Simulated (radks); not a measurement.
The numbers below are computed, except where a source is named.
Task: Valence configurations of S IV (all share [Ne]). Code: a radial shooting solver on a logarithmic mesh with Libxc functionals. Model: scalar-relativistic Kohn-Sham, PBE, spin-polarised, spherical densities, finite nucleus; open shells are filled with parallel spins first; Fermi nuclear charge, rms radius 3.2611 fm. Order these by energy: 3p3; 3s2 3p1; 3s1 3p2; 3s1.5 3p1.5.

Result: From the lowest, in eV above it: 3s2 3p1 0.000; 3s1.5 3p1.5 4.721; 3s1 3p2 8.618; 3p3 20.761. NIST lists [Ne] 3s2 3p1 as the ground configuration; this level of theory agrees among the configurations tried. The energies are those of spherical high-spin densities, not of single terms.
